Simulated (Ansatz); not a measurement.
Species: HFInO, SMILES `[OH][In][F]` (H–O–In–F torsion 180°) (charge 0, multiplicity 2), formula HFInO.

**Question.** How many basis functions does frozen-core CCSD(T)/def2-TZVPP // M06-2X/def2-TZVP in Ansatz (an electronic-structure program) use, how many core orbitals are frozen, and how many electrons are correlated?

**Answer.** 126 basis functions and 6 frozen orbitals, which leaves 27 correlated electrons (filled d shells below the valence shell are correlated). Core time is of the order of minutes.
